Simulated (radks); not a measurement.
Values are calculated unless marked as measured or tabulated.
Q: These are the eigenvalues of the occupied orbitals of an atom or ion with whole-number occupations (hartree). Level of theory: Dirac Kohn-Sham, relativistic LDA (MacDonald-Vosko exchange, VWN5 correlation), spin-unpolarised, spherical densities, finite nucleus; Fermi nuclear charge, rms radius of each element as measured or else 0.836 A^(1/3) + 0.57 fm (a radial shooting solver on a logarithmic mesh with Libxc functionals).

| orbital | eigenvalue |
|---|---|
| 1s1/2 | -2030.945 |
| 2s1/2 | -346.2481 |
| 2p1/2 | -330.3121 |
| 2p3/2 | -299.1834 |
| 3s1/2 | -83.17778 |
| 3p1/2 | -76.12913 |
| 3p3/2 | -69.62087 |
| 3d3/2 | -57.42233 |
| 3d5/2 | -55.99230 |
| 4s1/2 | -22.28982 |
| 4p1/2 | -19.47030 |
| 4p3/2 | -17.97704 |
| 4d3/2 | -13.28844 |
| 4d5/2 | -13.01036 |
| 5s1/2 | -8.18264 |
| 4f5/2 | -7.25577 |
| 4f7/2 | -7.20812 |

Which element is it, and in what charge state? The configuration may be excited. Open shells, if any, fill j = l - 1/2 first.

A: Z = 67, holmium, charge +11: Ho11+ in [Kr] 4d10 4f8 5s2. The list shows which subshells hold electrons but not how many an open one holds; the 1s level, -2030.9 hartree, gives Z - s = 63.7 by -(Z - s)^2/2, which with screening and relativity narrows Z to a few neighbours, and the depths of the outer levels then fix element, charge and occupations together.
